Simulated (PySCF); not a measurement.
Computed properties of Sn(Br)(OMe) (CH3BrOSn), SMILES [Sn]([O]C)[Br]

Sn(Br)(OMe) (CH3BrOSn), SMILES C[O][Sn][Br] (connectivity only; charge and spin as stated), neutral, multiplicity 1. Geometry optimised at PBE0-D3(BJ)/def2-SVP. The structure was generated by enumeration; whether it is a known compound was not checked. The def2 effective core potentials stand for the cores of Sn; spin–orbit coupling is left out. The values are those of a single conformer. All values are computed for the isolated molecule unless a solvent is named; none is compared with measurement here.

**Structure.** All 15 harmonic modes at PBE0-D3(BJ)/def2-SVP (PySCF) are real, so it is a minimum. With heavy atoms numbered as in [Sn:1]([Br:2])[O:3][CH3:4], the shortest bond between them is O3–C4 at 1.396 Å and the longest Sn1–Br2 at 2.563 Å.

**Vibrations.** The strongest infrared lines (harmonic, unscaled, degenerate partners summed) lie at 1155 cm⁻¹ (197 km/mol, O 45 %, C 41 %, H 14 %), 3005 cm⁻¹ (90 km/mol, H 98 %), 523 cm⁻¹ (69 km/mol, O 60 %, C 17 %, Sn 15 %). The softest mode is at 89 cm⁻¹ and the zero-point energy is 26.4 kcal/mol.

**Electronic structure.** B3LYP/def2-TZVP (PySCF) places the frontier levels at -7.56 and -2.84 eV, a gap of 4.72 eV, and gives a dipole moment of 2.06 D and a mean polarisability of 77.6 bohr³. PBE/def2-TZVP (PySCF) at the same geometry gives -6.56 and -3.24 eV, so its gap is 1.40 eV narrower. An orbital gap is neither the optical nor the fundamental gap.

**Excitations.** TDA-ωB97X/def2-SVPD (PySCF) has S1 at 4.34 eV (286 nm, f = 0.051, bright); the most intense of the 10 singlets computed lies at 6.90 eV (f = 0.45). T1 (TDA) is at 3.36 eV, 0.98 eV under S1. TDA-PBE/def2-SVPD (PySCF) puts S1 at 3.53 eV. No vertical singlet excitation falls in the visible range (under 3.1 eV).
